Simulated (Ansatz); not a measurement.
Molecule: ZrF3, net charge 0, doublet state. The spin state was set by rule; other spins were not relaxed. SMILES of the parent species: [F][Zr]([F])[F]
Structure (B3LYP-D3(BJ)/def2-TZVP (Ansatz, a program for electronic structure) minimum search):
```xyz
4

Zr     0.0000     0.0000     0.0000
F      1.8853    -0.2867    -0.1731
F     -0.8896    -0.4439     1.6365
F     -0.9957     0.7306    -1.4634
```
Charge 0, spin multiplicity 2.

Property: atomisation energy (electronic, to ground-state atoms), in eV. Correlated levels leave the core frozen unless marked. Open shells are spin-unrestricted. No spin-orbit coupling. Frozen are the shells of the preceding noble gas and the d and f shells that filled before the atom's block. Past Kr the def2 sets carry scalar-relativistic core potentials. STO-3G rows are all-electron and non-relativistic. The coupled-cluster limit lacks core correlation, which all-electron functionals hold. Basis-set limits of correlation are two-point, X^-3; Hartree-Fock from the larger set. [CCSD(T)-MP2]/basis is that difference in the basis named.

| level | program | atomisation energy (eV) |
|---|---|---|
| HF/def2-SVP | Ansatz | 15.01 |
| HF/def2-SVPD | Ansatz | 15.15 |
| BLYP-D4/def2-TZVPD | Ansatz + dftd4 | 20.63 |
| BLYP/def2-TZVPD | Ansatz | 20.50 |
| B3LYP/def2-TZVPD | Ansatz | 19.93 |
| PBE0/STO-3G | Ansatz | 23.20 |
| r2SCANh-D4/def2-TZVPD | Ansatz + dftd4 | 20.07 |

Q: Estimate the value at RI-MP2/CBS(def2-TZVPP,def2-QZVPP)+[CCSD(T)-MP2]/def2-TZVPP as computed with Ansatz.

A: 20.27 eV, so r2SCANh-D4/def2-TZVPD differs from it by -0.20 eV.
